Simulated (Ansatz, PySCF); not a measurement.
System: CsBr, net charge 0, singlet state. 
Coordinates optimised at B3LYP-D3(BJ)/def2-TZVP (Ansatz, a first-principles code):
SMILES: [Br][Cs]
```xyz
2

Cs     0.0000     0.0000    -1.2201
Br     0.0000     0.0000     1.9173
```

Dipole moments at this geometry, in debye (magnitudes).

| level | program | dipole (D) |
|---|---|---|
| HF/def2-TZVPD | PySCF | 11.80 |
| PBE/def2-TZVPD | Ansatz | 10.72 |
| BLYP/def2-TZVPD | Ansatz | 10.74 |
| M06-L/def2-TZVPD | PySCF | 11.21 |
| B97M-V/def2-TZVPD | Ansatz | 11.21 |
| B3LYP/def2-TZVPD | Ansatz | 11.07 |
| PBE0/def2-TZVPD | PySCF | 11.11 |
| r2SCANh/def2-TZVPD | Ansatz | 11.22 |
| PW6B95/def2-TZVPD | PySCF | 11.14 |
| CCSD(T)/def2-SVPD | Ansatz | 11.96 |
